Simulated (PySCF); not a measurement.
Excitations are Tamm–Dancoff values on a coarser integration grid. The basis has no diffuse functions, so Rydberg states are missing or too high.

Cartesian coordinates (Å):
```xyz
6

C     -0.9924    -0.2365     0.1118
Si     0.5891     0.3496    -0.0400
I      2.4927    -1.0517    -0.4808
H     -1.8076     0.4514     0.3087
H     -1.2488    -1.2841     0.0227
H      0.9669     1.7713     0.0776
```
Charge 0, spin multiplicity 1.

**Question.** Estimate the S1 excitation (TDA), total energy, dipole moment, HOMO and HOMO–LUMO gap that PySCF with PBE0-D3(BJ)/def2-TZVP returns for this input.

**Answer.** 
```json
{
  "S1 excitation (TDA)": "4.38 eV",
  "total_energy": "-626.9636 Ha",
  "dipole_moment": "0.63 D",
  "HOMO": "-6.60 eV",
  "HOMO–LUMO gap": "5.27 eV"
}
```
